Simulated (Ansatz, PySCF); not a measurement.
Torsion H3–S1–Ga2–H4 in GaH3S (SMILES [SH][GaH2]); at each angle all else is relaxed with GFN2-xTB, and the levels are single points there.
Geometry at 0° (charge 0, multiplicity 1):
```xyz
5

S      1.5010    -0.6110     0.4720
Ga    -0.6344    -0.1836     0.1178
H      1.8743     0.3141    -0.4123
H     -1.0574     0.9196    -0.9160
H     -1.7859    -0.9388     0.8582
```

On the grid 0° to 330°, 90° is the highest and 0° the lowest point at CCSD(T)/CBS(def2-TZVPP, def2-QZVPP).

Correlated levels freeze the cores. Filled d and f shells under p-block atoms count as core. CBS: X⁻³ extrapolation of the correlation energy, Hartree–Fock from the larger set.

Run with Ansatz (Gaussian orbitals); PySCF for the dispersion terms. 

PBE/def2-TZVPP gives 8.92 kcal/mol for the energy at 90° less that at 0°.

How do the other levels lie against it? Give each less PBE: PBE-D3(BJ)/def2-TZVPP, r2SCAN/def2-TZVPP, PBE0/def2-TZVPP, wB97M-V/def2-TZVPP, MP2/CBS(def2-TZVPP, def2-QZVPP), CCSD(T)/CBS(def2-TZVPP, def2-QZVPP).

PBE-D3(BJ)/def2-TZVPP 0.01; r2SCAN/def2-TZVPP 0.04; PBE0/def2-TZVPP -0.55; wB97M-V/def2-TZVPP -0.71; MP2/CBS(def2-TZVPP, def2-QZVPP) -1.28; CCSD(T)/CBS(def2-TZVPP, def2-QZVPP) -1.29 kcal/mol. 2 of 6 lie above PBE; the widest gap is to CCSD(T)/CBS(def2-TZVPP, def2-QZVPP).

Ansatz is an electronic-structure program.
